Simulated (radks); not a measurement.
Excited configurations of Ce2+: one electron is placed in a higher orbital outside [Xe] 4f1. The ground configuration is [Xe] 4f2. All-electron calculation, Dirac Kohn-Sham, LDA (Slater exchange, Perdew-Wang correlation), spin-unpolarised, spherical densities, finite nucleus; open shells fill j = l - 1/2 first; Fermi nuclear charge, rms radius 4.8771 fm. Program: a radial shooting solver on a logarithmic mesh with Libxc functionals. Excitation = E - E(ground); binding = E(ion) - E, where the ion is the core of charge +3; n* = 3/sqrt(2 binding) in atomic units, and the quantum defect is n - n*.

[
 {"outer orbital": "5d3/2", "excitation (eV)": "1.471", "binding (eV)": "19.479", "n*": "2.507", "quantum defect": "2.493"},
 {"outer orbital": "5f5/2", "excitation (eV)": "13.000", "binding (eV)": "7.950", "n*": "3.925", "quantum defect": "1.075"},
 {"outer orbital": "6s1/2", "excitation (eV)": "2.935", "binding (eV)": "18.016", "n*": "2.607", "quantum defect": "3.393"},
 {"outer orbital": "6p1/2", "excitation (eV)": "6.565", "binding (eV)": "14.385", "n*": "2.918", "quantum defect": "3.082"},
 {"outer orbital": "6d3/2", "excitation (eV)": "11.680", "binding (eV)": "9.271", "n*": "3.634", "quantum defect": "2.366"},
 {"outer orbital": "6f5/2", "excitation (eV)": "15.669", "binding (eV)": "5.281", "n*": "4.815", "quantum defect": "1.185"},
 {"outer orbital": "7s1/2", "excitation (eV)": "11.551", "binding (eV)": "9.399", "n*": "3.609", "quantum defect": "3.391"},
 {"outer orbital": "7p1/2", "excitation (eV)": "12.939", "binding (eV)": "8.011", "n*": "3.910", "quantum defect": "3.090"},
 {"outer orbital": "7d3/2", "excitation (eV)": "15.191", "binding (eV)": "5.759", "n*": "4.611", "quantum defect": "2.389"},
 {"outer orbital": "7f5/2", "excitation (eV)": "17.232", "binding (eV)": "3.718", "n*": "5.739", "quantum defect": "1.261"}
]

The Delta-SCF ionisation energy is 20.950 eV (NIST Atomic Spectra Database: 20.197 eV, semi-empirical). Self-interaction in the functional shifts the binding energies and quantum defects, so they are the method's values and not measured ones. Spin polarisation and multiplet splitting are left out, so open shells lie too high by an amount that depends on their filling.

Beside tabulated values, note that spin-unpolarised runs miss the spin-polarisation part of the exchange energy of open shells.
